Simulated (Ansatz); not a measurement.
`[OH][Al]([F])[SiH3]` + H₂O → `[OH][Al]([OH])[SiH3]` + H–F  (formal hydrolysis of the Al–F bond)

Program: Ansatz. Geometries: PBE0-D4/def2-TZVP. ΔE: electronic, gas phase. CCSD(T)/CBS is the MP2 limit (def2-TZVPP, def2-QZVPP) plus CCSD(T) − MP2 in def2-TZVPP, frozen cores. This one scheme is used for every species. DFT in def2-TZVPP. B3LYP here is the variant with VWN-RPA as its local correlation; programs differ in this. Each species was taken in one conformer, which may not be the lowest.

| level | ΔE (kJ/mol) |
| --- | --- |
| B2PLYP | 53.9 |
| B3LYP | 55.8 |

Problem. What does CCSD(T)/CBS give? (Estimate.)

Solution. The calculation gave: +52.6 kJ/mol. The listed levels differ from it by 1.3, 3.2 kJ/mol.

Largest T1 diagnostic among the species: 0.013.

At CCSD(T), def2-SVP lies +4.5 kJ/mol from the extrapolated value and def2-TZVPP −1.5 kJ/mol. In def2-TZVPP, CCSD(T) changes the Hartree–Fock value by −6.9 kJ/mol (the triples alone add −1.1 kJ/mol) and MP2 by −8.4 kJ/mol. Leaving LDA and LC-ωPBE aside and taking each functional with its dispersion term where it has one, the values, not all of them listed here, spread over 5.3 kJ/mol, from revPBE-D4 to B97M-V. LDA lies −5.1 kJ/mol from PBE without D4.
